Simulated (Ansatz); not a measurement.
Geometry optimisation, UKS PBE/def2-SVP (Ansatz).

The input (input.yaml):

```yaml
crystal:
  periodic: [false, false, false]
  atoms:
    - { symbol: W, position_ang: [0.010848, -0.070035, -0.156306] }
    - { symbol: Cl, position_ang: [-0.789196, -0.047033, 2.123347] }
    - { symbol: O, position_ang: [1.589364, -0.234225, 0.542853] }
    - { symbol: H, position_ang: [1.819756, -0.260227, 2.136453] }
    - { symbol: F, position_ang: [0.022747, 1.804434, -0.180646] }
    - { symbol: F, position_ang: [-1.934071, 0.12783, -0.077911] }
    - { symbol: F, position_ang: [-0.351851, -1.906076, -0.269054] }
    - { symbol: F, position_ang: [0.300686, -0.06022, -1.991899] }
    - { symbol: F, position_ang: [1.698818, -0.306347, 3.083463] }
magnetization:
  spin_polarized: true
  initial_magnetization: 1
basis:
  gaussian: { orbitals: def2-SVP }
hamiltonian:
  xc: pbe
relax:
  f_tol: 0.03
  max_steps: 50
```

Run as:

```bash
$ ansatz run input.yaml --threads 4 --pin off --max-ram 5120MiB --backend cpu --events-out ev --progress --plain --runs-dir out
```

Question: Where does it end, and by what steps?

Answer: The forces met the threshold. After 8 steps the energy has fallen by 0.227 eV; Cl2 moved furthest, 0.26 Å.

| step | energy less start (eV) | largest force component (eV/Å) | accepted |
| --- | --- | --- | --- |
| 0 | 0.0000 | 1.484 | yes |
| 1 | -0.1544 | 0.715 | yes |
| 2 | -0.1915 | 0.676 | yes |
| 3 | -0.2170 | 0.275 | yes |
| 4 | -0.2237 | 0.176 | yes |
| 5 | -0.2256 | 0.118 | yes |
| 6 | -0.2260 | 0.175 | yes |
| 7 | -0.2265 | 0.041 | yes |
| 8 | -0.2265 | 0.012 | yes |

```xyz
9
Properties=species:S:1:pos:R:3
W -0.006 -0.063 -0.203
Cl -0.666 -0.053 2.349
O 1.547 -0.231 0.587
H 1.768 -0.282 2.030
F 0.008 1.810 -0.219
F -1.900 0.118 -0.043
F -0.354 -1.902 -0.298
F 0.403 -0.065 -2.008
F 1.567 -0.284 3.016
```

Whether the end is a true minimum wasn't checked by a vibrational analysis.

The run took 30 s on 4 threads of Intel(R) Xeon(R) CPU @ 2.60GHz (Ice Lake), with other jobs on the host, peak memory 0.3 GiB.
